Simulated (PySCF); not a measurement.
# Magnetisability: SMILES CCCn1cc([SiH3])nn1, C5H11N3Si

Molfile (atoms numbered from 1):
```
C5H11N3Si
     RDKit          3D

 20 20  0  0  0  0  0  0  0  0999 V2000
   -2.2522   -0.9754   -0.6306 C   0  0  0  0  0  0  0  0  0  0  0  0
   -2.3753    0.5109   -0.3189 C   0  0  0  0  0  0  0  0  0  0  0  0
   -1.3765    0.9682    0.7497 C   0  0  0  0  0  0  0  0  0  0  0  0
   -0.0226    0.8381    0.2899 N   0  0  0  0  0  0  0  0  0  0  0  0
    0.8463   -0.1759    0.4859 C   0  0  0  0  0  0  0  0  0  0  0  0
    1.9792    0.1741   -0.2219 C   0  0  0  0  0  0  0  0  0  0  0  0
    3.6085   -0.7186   -0.4395 Si  0  0  0  0  0  4  0  0  0  0  0  0
    1.7165    1.3742   -0.7995 N   0  0  0  0  0  0  0  0  0  0  0  0
    0.5381    1.7549   -0.4945 N   0  0  0  0  0  0  0  0  0  0  0  0
   -2.9839   -1.2631   -1.3810 H   0  0  0  0  0  0  0  0  0  0  0  0
   -2.4263   -1.5711    0.2636 H   0  0  0  0  0  0  0  0  0  0  0  0
   -1.2628   -1.2109   -1.0175 H   0  0  0  0  0  0  0  0  0  0  0  0
   -2.2038    1.0943   -1.2250 H   0  0  0  0  0  0  0  0  0  0  0  0
   -3.3818    0.7297    0.0412 H   0  0  0  0  0  0  0  0  0  0  0  0
   -1.4928    0.3733    1.6596 H   0  0  0  0  0  0  0  0  0  0  0  0
   -1.5463    2.0228    0.9817 H   0  0  0  0  0  0  0  0  0  0  0  0
    0.6175   -1.0280    1.0907 H   0  0  0  0  0  0  0  0  0  0  0  0
    4.6126   -0.1451    0.4591 H   0  0  0  0  0  0  0  0  0  0  0  0
    3.3681   -2.1205   -0.0723 H   0  0  0  0  0  0  0  0  0  0  0  0
    4.0324   -0.6211   -1.8333 H   0  0  0  0  0  0  0  0  0  0  0  0
  1  2  1  0
  2  3  1  0
  3  4  1  0
  4  5  1  0
  5  6  2  0
  6  7  1  0
  6  8  1  0
  8  9  2  0
  9  4  1  0
  1 10  1  0
  1 11  1  0
  1 12  1  0
  2 13  1  0
  2 14  1  0
  3 15  1  0
  3 16  1  0
  5 17  1  0
  7 18  1  0
  7 19  1  0
  7 20  1  0
M  END
```

Level of theory: PySCF 2.14.0, GIAO B97-2/def2-SVP magnetisability, rotational g tensor and spin-rotation constants, non-relativistic, gas phase. Geometry: GFN2-xTB.

How diamagnetic is it, and how anisotropic?

Isotropic -1479 × 10⁻³⁰ J/T², or -89.0 × 10⁻⁶ cm³/mol; principal values -1997, -1241, -1198 × 10⁻³⁰ J/T², anisotropy 778 × 10⁻³⁰ J/T² (root of half the summed squared differences of the principal values). The susceptibility is in cgs units.

Split it along the inertial axes a, b, c into diamagnetic and paramagnetic parts about the centre of mass, with the quadrupole moment.


```csv
axis,χ (10⁻⁶ cm³/mol),diamagnetic (10⁻⁶ cm³/mol),paramagnetic (10⁻⁶ cm³/mol),summed x² of all electrons (Å²),quadrupole Θ (D Å)
a,-76.2,-525.5,449.3,386.4,+8.01
b,-88.1,-1807.1,1719.0,84.3,-7.75
c,-102.8,-1997.0,1894.2,39.6,-0.25
```
Anisotropies 2χaa − χbb − χcc = +38.5 and 2χbb − χaa − χcc = +2.7 × 10⁻⁶ cm³/mol. Θ is traceless in Buckingham's convention.

And the rotational g tensor?


```csv
axis,rotational constant (GHz),g,nuclear part,electronic part
a,3.1398,-0.0568,0.6060,-0.6628
b,0.7269,-0.0059,0.5811,-0.5870
c,0.6520,-0.0022,0.5780,-0.5802
```
Asymmetric top; isotopes 12C, 1H, 14N, 28Si; no vibrational averaging.
